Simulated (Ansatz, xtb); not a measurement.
**Two structures of B2FH3Si**

We compare X, a singlet given by its coordinates, with Y, a singlet given by its coordinates. Both are isolated molecules in the gas phase, relaxed with B3LYP/6-31G*.

X (Å):

| atom | x (Å) | y (Å) | z (Å) |
| --- | --- | --- | --- |
| B | -1.9836 | 1.6549 | -1.9052 |
| B | -1.0509 | 0.5364 | -2.2927 |
| F | -1.2991 | 0.9344 | 0.8174 |
| Si | -0.6914 | 0.1756 | -0.4781 |
| H | -0.4951 | -0.1454 | -3.0888 |
| H | -2.6583 | 2.4715 | -1.3862 |
| H | 0.2143 | -0.8706 | 0.0743 |

Close contacts (Å): B1–B2 1.51, B1–Si4 2.43, B2–Si4 1.88, F3–Si4 1.62, B1–H6 1.18, B2–H5 1.19, Si4–H7 1.49.

Y (Å):

```yaml
atoms:
  - { symbol: B, position_ang: [-0.2515, 0.9898, -1.8153] }
  - { symbol: B, position_ang: [-0.0495, 1.1781, -0.3283] }
  - { symbol: F, position_ang: [-3.0433, -0.1850, -2.4830] }
  - { symbol: Si, position_ang: [-1.9654, 0.3277, -1.3948] }
  - { symbol: H, position_ang: [-2.6266, 0.1547, -0.0766] }
  - { symbol: H, position_ang: [0.1613, 1.0775, -2.9233] }
  - { symbol: H, position_ang: [-0.1182, 1.2355, 0.8488] }
```

Close contacts (Å): B1–B2 1.51, B1–Si4 1.88, B2–Si4 2.35, F3–Si4 1.62, B1–H6 1.19, B2–H7 1.18, Si4–H5 1.48.

Question: Estimate E(Y) − E(X) at the level CCSD(T)/def2-TZVP.

Answer: Calculated at CCSD(T)/def2-TZVP: E(Y) − E(X) = −8.37 kJ/mol, so structure Y lies lower.

Level by level:

| level | geometry | E(Y) − E(X) (kJ/mol) | departure from the last row (kJ/mol) | job, with rough time for the two |
| --- | --- | --- | --- | --- |
| B3LYP/6-31G* | B3LYP/6-31G* | −5.03 | +3.34 | optimisation, 2.3 min |
| HF/def2-TZVP | B3LYP/6-31G* | −9.89 | −1.53 | part of the CCSD(T) run |
| MP2/def2-TZVP | B3LYP/6-31G* | −8.25 | +0.12 | part of the CCSD(T) run |
| CCSD(T)/def2-TZVP | B3LYP/6-31G* | −8.37 |  | single point, 1.7 min |

The levels shown agree on the order. The largest departure from CCSD(T)/def2-TZVP is that of B3LYP/6-31G*, 3.34 kJ/mol. Levels run at GFN2-xTB geometries aren't shown.

With harmonic frequencies from B3LYP/6-31G* (ideal gas, rigid rotor, one conformer each, 298.15 K, 1 atm): on the last row, ΔE + ΔZPE = −7.62 kJ/mol. A mode under 50 cm⁻¹ makes harmonic enthalpies and free energies unreliable, so none is given.

The correlated steps freeze 8 core orbitals. Codes used: Ansatz 0.2.0; the last row on 1 thread of Intel(R) Xeon(R) Processor @ 2.50GHz (Skylake/Cascade Lake) on a shared host.
